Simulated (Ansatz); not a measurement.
Calculated with Ansatz (gas phase, PBE0-D4/def2-TZVP geometries, no zero-point term in ΔE). CCSD(T)/CBS is the MP2 limit (def2-TZVPP, def2-QZVPP) plus CCSD(T) − MP2 in def2-TZVPP, frozen cores. Functionals use def2-TZVPP. B3LYP here is the variant with VWN-RPA as its local correlation; programs differ in this. Elements past krypton have def2 core potentials. For Ge, In outer-core shells are correlated without core-valence functions, which leaves a few kJ/mol of doubt a bond. Scalar relativity is left out up to krypton. One conformer a species, not always the lowest.

Consider the redistribution: `C[CH2][In]([NH2])[NH2]` + `C[N](C)[Ge][NH2]` → `C[N](C)[In]([NH2])[NH2]` + `C[CH2][Ge][NH2]`.

`C[CH2][In]([NH2])[NH2]`:

Cartesian coordinates in Å:
```
C -1.442 -0.720 -1.532
C -1.136 -0.891 -0.049
In 0.552 0.257 0.632
N 1.442 0.119 2.448
N 1.447 1.633 -0.560
H -1.659 0.321 -1.785
H -2.312 -1.313 -1.834
H -0.605 -1.034 -2.160
H -1.994 -0.599 0.562
H -0.935 -1.939 0.191
H 0.911 -0.239 3.228
H 2.008 0.893 2.762
H 2.383 1.941 -0.344
H 1.340 1.569 -1.560
```

`C[N](C)[Ge][NH2]`:

Z-matrix (Å, degrees):
```
C
N 1 1.436
H 1 1.099 2 110.8
H 1 1.090 2 111.5 3 119.0
H 1 1.100 2 112.1 3 -119.6
C 2 1.441 1 112.9 3 51.2
Ge 2 1.839 1 129.2 3 -130.8
H 6 1.099 2 111.5 1 -59.3
H 6 1.099 2 111.8 1 60.9
H 6 1.094 2 110.3 1 -179.3
N 7 1.830 2 100.0 1 -3.4
H 11 1.007 7 119.1 2 178.7
H 11 1.007 7 128.7 2 -7.1
```

`C[N](C)[In]([NH2])[NH2]`:

```xyz
16

C    -1.960    0.434    0.025
N    -0.644    0.160   -0.479
C    -0.575    0.201   -1.913
In    0.940   -0.236    0.700
N     2.727   -0.621   -0.176
N     0.676   -0.231    2.709
H    -1.979    0.409    1.118
H    -2.320    1.429   -0.283
H    -2.701   -0.299   -0.334
H     0.434   -0.025   -2.269
H    -0.851    1.191   -2.312
H    -1.255   -0.530   -2.379
H     2.877   -0.178   -1.071
H     3.538   -0.446    0.400
H     1.344   -0.776    3.236
H    -0.251   -0.481    3.027
```

`C[CH2][Ge][NH2]`:

Z-matrix (Å, degrees):
```
C
C 1 1.528
H 1 1.094 2 111.5
H 1 1.094 2 112.0 3 120.3
H 1 1.095 2 111.7 3 -119.8
Ge 2 2.010 1 110.0 3 63.2
H 2 1.095 1 110.8 3 -58.8
H 2 1.094 1 110.0 3 -177.1
N 6 1.819 2 95.7 1 -88.8
H 9 1.009 6 125.3 2 -2.8
H 9 1.007 6 122.4 2 176.7
```

```tsv
level	ΔE (kJ/mol)	difference from CCSD(T)/CBS
LDA (SPW92)	70.1	14.1
B3LYP-D4	62.7	6.7
r2SCAN0-D4	62.9	6.9
PBE	62.9	6.9
revPBE	60.5	4.5
r2SCAN	64.0	8.0
CAM-B3LYP	62.6	6.6
RPA@PBE/def2-TZVPP	54.1	-1.9
MP2/def2-SVP	58.5	2.5
SCS-MP2/def2-QZVPP	58.6	2.6
CCSD(T)/CBS	56.0	0
```

Largest T1 diagnostic among the species: 0.014.

Leaving LDA and LC-ωPBE aside and taking each functional with its dispersion term where it has one, the values, not all of them listed here, spread over 5.2 kJ/mol, from ωB97X-V to r2SCAN-D4. LDA lies +7.2 kJ/mol from PBE without D4.

CCSD(T)/CBS has its own doubt, a few kJ/mol and more with outer-core shells, so smaller differences from it don't rank the levels.
